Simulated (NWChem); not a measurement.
The numbers come from NWChem runs, not from measurements. System: C$_{3}$H$_{7}$O$_{2}$, charge 0, spin multiplicity 2, displaced from the optimised geometry. The structure started from a generated list of species. Its SCF solution wasn't tested for a lower state. Level: UPBE/def2-SVP.

Output (cleaned and shortened):

```
             Northwest Computational Chemistry Package (NWChem) 7.3.0
             --------------------------------------------------------

                                NWChem Input Module
                                -------------------

 Scaling coordinates for geometry "geometry" by  1.889725989
 (inverse scale =  0.529177249)

                             Geometry "geometry" -> ""
                             -------------------------

 Output coordinates in angstroms (scale by  1.889725989 to convert to a.u.)

  No.       Tag          Charge          X              Y              Z
 ---- ---------------- ---------- -------------- -------------- --------------
    1 C                    6.0000     1.46176200    -0.75025200     0.44422400
    2 C                    6.0000     0.58967500     0.39739900    -0.14924500
    3 O                    8.0000    -0.10375400     1.10639400     0.90658300
    4 C                    6.0000    -0.51527400    -0.10531600    -1.07599500
    5 O                    8.0000    -1.65397500    -0.57224000    -0.45700000
    6 H                    1.0000     2.23134600    -0.35118100     1.16347300
    7 H                    1.0000     2.01099700    -1.29653300    -0.36749500
    8 H                    1.0000     0.80864900    -1.48647100     0.98502700
    9 H                    1.0000     1.25942000     1.10047700    -0.72889400
   10 H                    1.0000     0.49934700     1.19537200     1.67563100
   11 H                    1.0000    -0.26794900    -0.61129200    -2.03839600
   12 H                    1.0000    -1.69695100    -0.07458600     0.40008200

 Effective nuclear repulsion energy (a.u.)     184.8711683455

            Nuclear Dipole moment (a.u.)
            ----------------------------
        X                 Y               Z
 ---------------- ---------------- ----------------
     0.0000094486     0.0000075589    -0.0000075589


 Summary of "ao basis" -> "" (spherical)
 ------------------------------------------------------------------------------
       Tag                 Description            Shells   Functions and Types
 ---------------- ------------------------------  ------  ---------------------
 *                          def2-svp                  on all atoms

  pbe96 is a nonlocal functional; adding pw91lda local functional.

                                 NWChem DFT Module
                                 -----------------

 Summary of "ao basis" -> "ao basis" (spherical)
[...]
     2   0 1 1      1.027312    -16.059627    -16.700841     33.787780
     2   0 0 2    -20.844743    -60.364561    -55.553803     95.073621

            General Information
            -------------------
          SCF calculation type: DFT
          Wavefunction type:  spin polarized.
          No. of atoms     :    12
          No. of electrons :    41
           Alpha electrons :    21
            Beta electrons :    20
          Charge           :     0
          Spin multiplicity:     2
          Use of symmetry is: off; symmetry adaption is: off
          Maximum number of iterations: 100
          AO basis - number of functions:   105
                     number of shells:    51
          Convergence on energy requested:  1.00D-06
          Convergence on density requested:  1.00D-05
          Convergence on gradient requested:  5.00D-04

              XC Information
              --------------
          PerdewBurkeErnzerhof Exchange Functional  1.000
            Perdew 1991 LDA Correlation Functional  1.000 local
           PerdewBurkeErnz. Correlation Functional  1.000 non-local

             Grid Information
             ----------------
          Grid used for XC integration:  medium
          Radial quadrature: Mura-Knowles
          Angular quadrature: Lebedev.
          Tag              B.-S. Rad. Rad. Pts. Rad. Cut. Ang. Pts.
          ---              ---------- --------- --------- ---------
          C                   0.70       49          10.0       434
          O                   0.60       49          11.0       434
          H                   0.35       45          11.0       434
          Grid pruning is: on
          Number of quadrature shells:   560
          Spatial weights used:  Erf1

          Convergence Information
          -----------------------
          Convergence aids based upon iterative change in
          total energy or number of iterations.
          Levelshifting, if invoked, occurs when the
          HOMO/LUMO gap drops below (HL_TOL):  1.00D-02
          DIIS, if invoked, will attempt to extrapolate
          using up to (NFOCK): 10 stored Fock matrices.

                    Damping( 0%)  Levelshifting(0.5)       DIIS
                  --------------- ------------------- ---------------
          dE  on:    start            ASAP                start
          dE off:    2 iters        100 iters           100 iters

      Screening Tolerance Information
      -------------------------------
          Density screening/tol_rho:  1.00D-10
          AO Gaussian exp screening on grid/accAOfunc:  14
          CD Gaussian exp screening on grid/accCDfunc:  20
          XC Gaussian exp screening on grid/accXCfunc:  20
          Schwarz screening/accCoul:  1.00D-08

                            NWChem DFT Gradient Module
                            --------------------------

  charge          =   0.00
  wavefunction    = open shell

                         DFT ENERGY GRADIENTS

    atom               coordinates                        gradient
                 x          y          z           x          y          z
   1 C       2.762330  -1.417771   0.839462    0.000946  -0.000771   0.000068
   2 C       1.114324   0.750975  -0.282032    0.001854   0.003190   0.001573
   3 O      -0.196067   2.090781   1.713193   -0.004417   0.002996   0.001533
   4 C      -0.973727  -0.199018  -2.033336   -0.001493   0.001158  -0.008144
   5 O      -3.125560  -1.081377  -0.863605   -0.007662  -0.004921   0.001562
   6 H       4.216633  -0.663636   2.198645    0.005292   0.002780   0.005106
   7 H       3.800233  -2.450092  -0.694465    0.004041  -0.004172  -0.005861
   8 H       1.528125  -2.809023   1.861431   -0.004662  -0.005703   0.004174
   9 H       2.379959   2.079600  -1.377410    0.004139   0.004914  -0.003819
  10 H       0.943629   2.258926   3.166483    0.002887   0.002155   0.006419
  11 H      -0.506350  -1.155174  -3.852010    0.002341  -0.003403  -0.007862
  12 H      -3.206772  -0.140947   0.756045   -0.003265   0.001778   0.005251

                 ----------------------------------------
                 |  Time  |  1-e(secs)   |  2-e(secs)   |
                 ----------------------------------------
                 |  CPU   |       0.01   |       2.68   |
                 ----------------------------------------
                 |  WALL  |       0.01   |       2.68   |
                 ----------------------------------------

 Task  times  cpu:       19.9s     wall:       19.9s

 Total times  cpu:       19.9s     wall:       19.9s
```

Q: Write an NWChem input that would produce this output.

A: This is not unique; one that fits is 
```
start mol
memory heap 200 mb stack 900 mb global 1100 mb
geometry units angstroms nocenter noautoz noautosym
  C      1.461762    -0.750252     0.444224
  C      0.589675     0.397399    -0.149245
  O     -0.103754     1.106394     0.906583
  C     -0.515274    -0.105316    -1.075995
  O     -1.653975    -0.572240    -0.457000
  H      2.231346    -0.351181     1.163473
  H      2.010997    -1.296533    -0.367495
  H      0.808649    -1.486471     0.985027
  H      1.259420     1.100477    -0.728894
  H      0.499347     1.195372     1.675631
  H     -0.267949    -0.611292    -2.038396
  H     -1.696951    -0.074586     0.400082
end
basis spherical
  * library def2-svp
end
dft
  xc xpbe96 cpbe96
  odft
  mult 2
  semidirect memsize 60000000 filesize 0
  iterations 100
end
task dft gradient
```
